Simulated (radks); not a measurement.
Charge is removed step by step from the 2p up level of the phosphorus ion P8+, starting from [He] 2s2 2p(up 3, down 0). Calculated with a radial shooting solver on a logarithmic mesh with Libxc functionals: scalar-relativistic Kohn-Sham, r2SCAN, spin-polarised, spherical densities, finite nucleus; meta-GGA in the generalised Kohn-Sham scheme; Fermi nuclear charge, rms radius 3.1889 fm.

| removed (e) | E - E(0) (eV) | eigenvalue (eV) | E minus straight line (eV) |
|---|---|---|---|
| 0 | 0.000 | -350.98 | 0.000 |
| 0.25 | 89.293 | -363.42 | -4.707 |
| 0.5 | 181.71 | -375.96 | -6.292 |
| 0.75 | 277.27 | -388.59 | -4.730 |
| 1 | 376.00 | -401.30 | 0.000 |

Removing the whole electron costs 376.00 eV by Delta-SCF, against 350.98 eV from minus the eigenvalue at the starting occupation. Slater's transition state (half an electron removed) gives 375.96 eV. Integrating minus the eigenvalue over the occupation (Janak's theorem) gives 376.02 eV. In this scalar-relativistic scheme the density is built from large components alone, so the theorem holds only approximately. The mean slope of the eigenvalue, de/dn, is 50.3 eV per electron. Ionisation energy of P8+ in the NIST Atomic Spectra Database: 372.3 eV (semi-empirical).
